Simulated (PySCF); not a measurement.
WF2, SMILES [W]([F])[F] (connectivity only; charge and spin as stated), neutral, multiplicity 3.

Geometry: B3LYP-D3(BJ)/def2-TZVP. The multiplicity is an assumed one; other spin states were not compared. The def2 effective core potentials stand for the cores of W; spin–orbit coupling is left out.

Two levels are set side by side: PBE/def2-TZVPD (PySCF) and B3LYP/def2-TZVPD (PySCF). Same geometry, gas phase. Differences are taken from unrounded values.

```tsv
quantity	B3LYP	PBE	PBE minus B3LYP
α-spin orbital gap (eV)	3.74	1.66	-2.08
β-spin orbital gap (eV)	2.66	0.92	-1.74
mean polarisability (bohr³)	51.8	55.1	3.3
```

PBE's more diffuse valence density responds more strongly to a field. Differences between two approximate levels are no errors against the true value.

Rough cost on one machine, each run with all the roots and properties that it gave: B3LYP against PBE within a factor of 2.
